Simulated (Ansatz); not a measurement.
One geometry of Ir20⁺ (started as a model of: Ir20 tetrahedron), several levels of theory.

```yaml
crystal:
  periodic: [false, false, false]
  atoms:
    - {symbol: Ir, position_ang: [-2.707161, -2.738815, -2.737075]}
    - {symbol: Ir, position_ang: [-0.940249, -0.935837, -2.751541]}
    - {symbol: Ir, position_ang: [0.952514, 0.928686, -2.754400]}
    - {symbol: Ir, position_ang: [2.731037, 2.733860, -2.723816]}
    - {symbol: Ir, position_ang: [-0.952896, -2.740176, -0.921515]}
    - {symbol: Ir, position_ang: [0.972931, -0.977338, -0.973813]}
    - {symbol: Ir, position_ang: [2.757029, 0.925363, -0.948566]}
    - {symbol: Ir, position_ang: [0.915744, -2.743959, 0.948375]}
    - {symbol: Ir, position_ang: [2.749445, -0.942957, 0.940556]}
    - {symbol: Ir, position_ang: [2.730273, -2.749699, 2.703747]}
    - {symbol: Ir, position_ang: [-2.759657, -0.933183, -0.944522]}
    - {symbol: Ir, position_ang: [-0.976233, 0.977938, -0.981230]}
    - {symbol: Ir, position_ang: [0.944868, 2.736076, -0.938715]}
    - {symbol: Ir, position_ang: [-0.987665, -0.963682, 0.985473]}
    - {symbol: Ir, position_ang: [0.982598, 0.973845, 0.978968]}
    - {symbol: Ir, position_ang: [0.941335, -0.940610, 2.758772]}
    - {symbol: Ir, position_ang: [-2.762964, 0.947721, 0.904473]}
    - {symbol: Ir, position_ang: [-0.931959, 2.749339, 0.937080]}
    - {symbol: Ir, position_ang: [-0.903876, 0.944025, 2.764881]}
    - {symbol: Ir, position_ang: [-2.771612, 2.698902, 2.776269]}
basis:
  gaussian: {orbitals: def2-SVP, fitting: {mean_field: def2-universal-jkfit}, initial_orbitals: start.molden}
total_charge: 1
magnetization: {spin_polarized: true, initial_magnetization: 1}
hamiltonian: {xc: pbe, dispersion: d4}
scf: {omitted_lower_state_checks: [starts]}
output: {orbitals: {seedname: orbitals}}
```

The file start.molden holds the orbitals of an earlier run on this structure, at another level or in another basis.

```sh
$ ansatz run in.yaml --threads 4 --pin off --events-out ev --progress --plain --max-ram 46080MiB --backend cuda --devices 0, --max-vram 37GiB
```

Shortened log:

```
Functional definition: PBE
4540 factors; integrals over basis functions are off by at most 9.3e-3 eV
mean field evaluation 1: about -56828.1432 eV, gradient 3.8e1 eV
mean field evaluation 2: about -56831.8470 eV, gradient 4.2e0 eV
mean field evaluation 4: about -56832.7896 eV, gradient 7.2e-1 eV
mean field evaluation 8: about -56832.9009 eV, gradient 9.9e-1 eV
mean field evaluation 16: about -56832.9127 eV, gradient 3.6e-2 eV
mean field evaluation 32: about -56832.9134 eV, gradient 3.0e-6 eV
mean field -56832.91343366 eV, -2088.5710459548 hartree, gradient 3.0e-6 eV, S^2 4.423844; 0 other end points of the search recorded, 0 dependent functions left out
reference -56832.91350288 eV, -2088.5710484985 hartree; 170, 169 occupied and 470, 471 virtual orbitals, 4540 factors
Total energy: -56838.18398873 eV, -2088.7647352811 hartree
Checks for a lower state left out: starts
```

Hardware: 4 threads of AMD EPYC 7R13 on a shared host and a share (37 GiB) of an NVIDIA H100 80GB HBM3. Wall time 76 s, peak host memory 1.5 GiB.

The first input with `gaussian: {orbitals: def2-TZVP, fitting: {mean_field: def2-universal-jkfit}, initial_orbitals: start.molden}`, `hamiltonian: {xc: r2scan, dispersion: d4}` (abridged; 2.4 min):

```
Functional definition: r2SCAN
mean field evaluation 16: about -56837.6962 eV, gradient 1.1e-4 eV
mean field -56837.69618782 eV, -2088.7468089281 hartree, gradient 3.6e-6 eV, S^2 6.732928
Total energy: -56838.82651339 eV, -2088.7883476267 hartree
Checks for a lower state left out: starts
```

As the first input, with `gaussian: {orbitals: def2-SVP, initial_orbitals: start.molden}`, `correlation: {method: mp2}` and without the key `hamiltonian` (abridged; 2.8 min):

```
Functional definition: HF
mean field evaluation 16: about -56277.7588 eV, gradient 6.5e-1 eV
mean field evaluation 32: about -56287.5414 eV, gradient 1.2e0 eV
mean field -56287.65708431 eV, -2068.5332447041 hartree, gradient 2.8e-6 eV, S^2 18.917827
second order -235.30412799 eV of doubles, -0.00000000 eV of singles
Total energy: -56522.96121231 eV, -2077.1805119130 hartree
Checks for a lower state left out: starts
```

As the first input, with `gaussian: {orbitals: def2-TZVP, fitting: {mean_field: def2-universal-jkfit}, initial_orbitals: start.molden}`, `hamiltonian: {xc: hf}` (abridged; 2.2 min):

```
Functional definition: HF
mean field evaluation 16: about -56294.9108 eV, gradient 3.1e0 eV
mean field evaluation 32: about -56295.1745 eV, gradient 4.0e-5 eV
mean field -56295.17449959 eV, -2068.8095046202 hartree, gradient 2.5e-6 eV, S^2 18.909381
Total energy: -56295.17449959 eV, -2068.8095046202 hartree
Checks for a lower state left out: starts
```

First input, but with `gaussian: {orbitals: def2-TZVP, fitting: {mean_field: def2-universal-jkfit}, initial_orbitals: start.molden}`, `hamiltonian: {xc: pbe0, dispersion: d4}` (abridged; 1.9 min):

```
Functional definition: PBE0
mean field evaluation 16: about -56795.7951 eV, gradient 1.7e-4 eV
mean field -56795.79511859 eV, -2087.2069730357 hartree, gradient 2.8e-6 eV, S^2 6.506375
Total energy: -56800.53627256 eV, -2087.3812072303 hartree
Checks for a lower state left out: starts
```

As the first input, with `hamiltonian: {xc: pbe0, dispersion: d4}` (abridged; 2.4 min):

```
Functional definition: PBE0
mean field evaluation 16: about -56787.2300 eV, gradient 9.8e-1 eV
mean field evaluation 32: about -56787.2612 eV, gradient 4.0e-3 eV
mean field -56787.26117202 eV, -2086.8933562835 hartree, gradient 4.4e-6 eV, S^2 5.637480
Total energy: -56792.00232542 eV, -2087.0675904574 hartree
Checks for a lower state left out: starts
```

As the first input, with `gaussian: {orbitals: def2-TZVP, fitting: {mean_field: def2-universal-jkfit}, initial_orbitals: start.molden}`, `output: {forces: true, orbitals: {seedname: orbitals}}` (abridged; 4.3 min):

```
Functional definition: PBE
mean field evaluation 16: about -56841.2895 eV, gradient 3.3e-3 eV
mean field evaluation 32: about -56841.2895 eV, gradient 2.8e-8 eV
mean field -56841.28949980 eV, -2088.8788607079 hartree, gradient 5.5e-9 eV, S^2 4.538416
Total energy: -56846.56005492 eV, -2089.0725500358 hartree
Atom 0 force     0.067425     0.077794     0.089777 eV/Å
Atom 1 force     0.111615     0.198449     0.211117 eV/Å
Atom 2 force    -0.251101    -0.131903     0.090160 eV/Å
Atom 3 force    -0.109680    -0.157249     0.109689 eV/Å
Atom 4 force     0.220474     0.098915     0.201124 eV/Å
Atom 5 force    -0.139771     0.085412     0.138794 eV/Å
Atom 6 force    -0.089056    -0.133411     0.250709 eV/Å
Atom 7 force    -0.199369     0.101078    -0.219998 eV/Å
Atom 8 force    -0.210671     0.197154    -0.111731 eV/Å
Atom 9 force    -0.089687     0.079068    -0.067877 eV/Å
Atom 10 force     0.239381     0.216071     0.121665 eV/Å
Atom 11 force    -0.153594     0.036590    -0.156347 eV/Å
Atom 12 force    -0.235912    -0.119192     0.234859 eV/Å
Atom 13 force    -0.052571    -0.091021     0.053670 eV/Å
Atom 14 force     0.156775     0.036428     0.154352 eV/Å
Atom 15 force    -0.121992     0.216397    -0.239521 eV/Å
Atom 16 force     0.366520     0.022896     0.159589 eV/Å
Atom 17 force     0.018089    -0.134786    -0.017012 eV/Å
Atom 18 force    -0.158609     0.024571    -0.369427 eV/Å
Atom 19 force     0.631734    -0.623259    -0.633593 eV/Å
Dipole moment:     0.016829    -0.028214    -0.016763 e Å
Checks for a lower state left out: starts
```

Geometry: r2SCAN-D4/def2-SVP.

In the def2 sets Ir takes a core potential; there is no spin–orbit coupling. Correlated methods freeze no core orbitals; core or outer-core shells of Ir are correlated, in sets that lack core-valence functions. Single mean-field runs in def2-SVP, def2-TZVP are fitted with def2-universal-jkfit. At PBE-D4/def2-SVP, r2SCAN-D4/def2-TZVP, MP2/def2-SVP, HF/def2-TZVP and others the charge 1 doublet is spin-contaminated (final ⟨S²⟩ up to 18.92, 0.75 for a pure state). At PBE-D4/def2-TZVP the gap within one spin of the charge 1 doublet nearly closes, so an electron or hole may be smeared out by delocalisation error.
